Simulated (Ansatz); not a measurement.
`C[O][Sn][F]`, relaxed with RKS PBE0-D4/def2-TZVP in Ansatz from a PBE-D4/def2-SVP geometry. The force threshold is 0.005 eV/Å; the program also tests the step.

Charge 0, multiplicity 1. Sn: def2 effective core potential.

Start:

```xyz
7

C    -0.160    0.109   -0.825
O    -0.325   -1.036   -0.010
Sn    0.111   -1.112    1.959
F     0.730    0.777    2.082
H     0.216    0.990   -0.258
H     0.558   -0.109   -1.649
H    -1.130    0.382   -1.300
```

Problem. How much energy does the relaxation release, and in how many steps? (Estimate.)

Solution. Computed: 1.62 kcal/mol, in 6 steps, 1 of them rejected.

Problem. Which bonds change most? (An estimate is asked.)

Solution. The calculation gave: O2–Sn3 from 2.019 to 1.958 Å; Sn3–F4 from 1.991 to 1.952 Å; C1–H6 from 1.114 to 1.095 Å; C1–H7 from 1.114 to 1.095 Å.

Problem. Give the relaxed structure. (Best estimate.)

Solution. The calculation gave: 
```xyz
7

C    -0.157    0.119   -0.836
O    -0.298   -0.990    0.020
Sn    0.108   -1.104    1.933
F     0.718    0.739    2.131
H     0.218    1.006   -0.316
H     0.537   -0.130   -1.647
H    -1.126    0.361   -1.285
```
